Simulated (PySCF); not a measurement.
Molecule: SMILES CCOC[C@@H](F)CCl, C5H10ClFO.

Geometry (Å), atoms numbered from 1 in this order:
```xyz
18

C    -2.5650   -0.4080    0.9768
C    -1.7344   -0.2372   -0.2841
O    -0.4246    0.1307    0.0927
C     0.4371    0.3106   -0.9980
C     1.8156    0.7368   -0.4938
F     1.7607    2.0411   -0.0493
C     2.3085   -0.1241    0.6625
Cl    2.6864   -1.7519    0.0759
H    -2.1373   -1.1890    1.5993
H    -2.5711    0.5204    1.5409
H    -3.5847   -0.6761    0.7156
H    -1.7049   -1.1770   -0.8583
H    -2.1693    0.5419   -0.9297
H     0.0511    1.0883   -1.6750
H     0.5446   -0.6252   -1.5688
H     2.5319    0.7302   -1.3259
H     3.2181    0.3000    1.0883
H     1.5286   -0.2052    1.4193
```

Frames of a GFN2-xTB Langevin trajectory at 400 K; GIAO PBE0/pcSseg-1 shieldings in PySCF 2.14, gas phase, non-relativistic; equivalent atoms averaged within each frame.

δ = σ(ref) − σ, references computed at the same level: ¹³C (σ = 186.93 ppm) and ¹H (σ = 31.72 ppm) vs TMS; H2O for ¹⁷O (σ = 336.08 ppm); ¹⁹F (σ = 170.95 ppm) vs CFCl3; ³⁵Cl (σ = 949.78 ppm) vs HCl. The references are static minima.

Q: How do the shifts (ppm) fluctuate along the trajectory?

A: 
```
         time (fs)     C5    C2    C4    C7    C1    O3      F6  Cl8   H18   H13
optimised geometry   95.8  71.3  73.0  44.6  17.8  39.3  -207.5   43  4.37  3.65
               250   96.3  73.5  72.0  45.5  18.5  41.3  -189.0   66  5.70  4.75
               425   98.1  76.9  75.1  46.2  21.7  52.2  -175.6   99  6.81  4.70
               625   86.5  70.3  73.0  58.3  16.1  45.9  -230.2   79  5.38  3.09
               800   97.3  67.2  81.8  43.2  24.8  30.6  -175.6   38  5.01  3.00
              1000  108.6  73.5  69.7  45.6  19.9  28.0  -179.5   52  5.28  3.32
    mean of frames   97.4  72.3  74.3  47.7  20.2  39.6  -190.0   67  5.64  3.77
standard deviation    7.8   3.7   4.6   6.0   3.3  10.2    23.1   24  0.70  0.88
```

5 frames give an uncertainty of the mean of about the standard deviation over 2.2 at best, since frames this close in time may not be independent; classical motion lacks zero-point vibration, and the reference would need the same averaging.
